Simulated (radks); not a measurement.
Spherical quantum dot in the effective-mass picture: electrons in a hard-walled sphere of radius 1.37, all in effective atomic units (hartree* = m*/eps^2 hartree, bohr* = eps/m* bohr), one dielectric constant everywhere. Method: non-relativistic Kohn-Sham, PBE, spin-polarised, spherical densities; computed with a radial shooting solver with Libxc functionals. Levels are named by radial order and angular momentum (1s, 1p, 1d, 2s, ...), and open shells are averaged over m. Results are scaled to m* = 0.077 and eps = 5.5, for which hartree* = 69.27 meV and bohr* = 3.78 nm. Each electron was tried in the lowest free levels, single moves between levels near the top were tried too, and the lowest total energy was kept; such a search can miss a lower state. At N = 1 the Hartree and exchange-correlation terms need not cancel, so that row can carry a self-interaction error.

\begin{tabular}{lrrrrrr}
N & open shells & 2S & E (meV) & addition energy mu(N+1) - mu(N) (meV) & e(HOMO) (meV) & rms radius (nm) \\ \hline
1 & 1s(up 1, down 0) & 1 & 183.114 & 85.94 & 215.19 & 2.759 \\
2 & none & 0 & 452.169 & 244.1 & 301.13 & 2.810 \\
3 & 1p(up 1, down 0) & 1 & 965.330 & 64.79 & 544.92 & 2.974 \\
4 & 1p(up 2, down 0) & 2 & 1543.28 & 67.16 & 611.32 & 3.059 \\
5 & 1p(up 3, down 0) & 3 & 2188.39 & 89.32 & 679.04 & 3.116 \\
6 & 1p(up 3, down 1) & 2 & 2922.83 & 63.61 & 765.66 & 3.159 \\
7 & 1p(up 3, down 2) & 1 & 3720.87 & 65.84 & 830.74 & 3.193 \\
8 & none & 0 & 4584.74 & 283.6 & 897.15 & 3.222 \\
9 & 1d(up 1, down 0) & 1 & 5732.22 & 63.16 & 1178.9 & 3.268 \\
10 & 1d(up 2, down 0) & 2 & 6942.87 & 63.72 & 1242.4 & 3.307 \\
11 & 1d(up 3, down 0) & 3 & 8217.24 & 64.06 & 1306.4 & 3.338 \\
12 & 1d(up 4, down 0) & 4 & 9555.66 & 64.26 & 1370.5 & 3.366 \\
13 & 1d(up 5, down 0) & 5 & 10958.3 & 83.99 & 1434.9 & 3.390 \\
14 & 1d(up 5, down 1) & 4 & 12445.0 & 62.36 & 1517.7 & 3.412 \\
15 & 1d(up 5, down 2) & 3 & 13994.1 & 62.92 & 1580.4 & 3.431 \\
16 & 1d(up 5, down 3) & 2 & 15606.0 & 63.27 & 1643.5 & 3.449 \\
17 & 1d(up 5, down 4) & 1 & 17281.2 & 63.49 & 1706.9 & 3.465 \\
18 & none & 0 & 19019.9 & 278.7 & 1770.5 & 3.480 \\
19 & 2s(up 1, down 0) & 1 & 21037.4 & 96.92 & 2056.7 & 3.464 \\
20 & none & 0 & 23151.7 & 79.83 & 2153.1 & 3.448 \\
21 & 1f(up 1, down 0) & 1 & 25345.9 & 61.60 & 2225.0 & 3.468 \\
22 & 1f(up 2, down 0) & 2 & 27601.7 & 58.62 & 2287.2 & 3.486 \\
23 & 2s(up 1, down 0) 1f(up 4, down 0) & 5 & 29916.1 & 60.02 & 2343.4 & 3.535 \\
24 & 2s(up 1, down 0) 1f(up 5, down 0) & 6 & 32290.5 & 62.04 & 2405.4 & 3.550 \\
25 & 2s(up 1, down 0) 1f(up 6, down 0) & 7 & 34726.9 & 62.08 & 2467.5 & 3.564 \\
26 & 2s(up 1, down 0) 1f(up 7, down 0) & 8 & 37225.5 & 80.94 & 2529.6 & 3.577 \\
27 & 2s(up 1, down 0) 1f(up 7, down 1) & 7 & 39805.0 & - & 2610.0 & 3.589 \\
\end{tabular}

All shells are closed at N = 2, 8, 18, 20 (there: 1s2 1p6 1d10 2s2); the second difference of the energy has clear peaks (12 % above both neighbours; the first and last values, which can be the largest, are not judged, and half-filled shells can peak too) at N = 2, 5, 8, 13, 18.
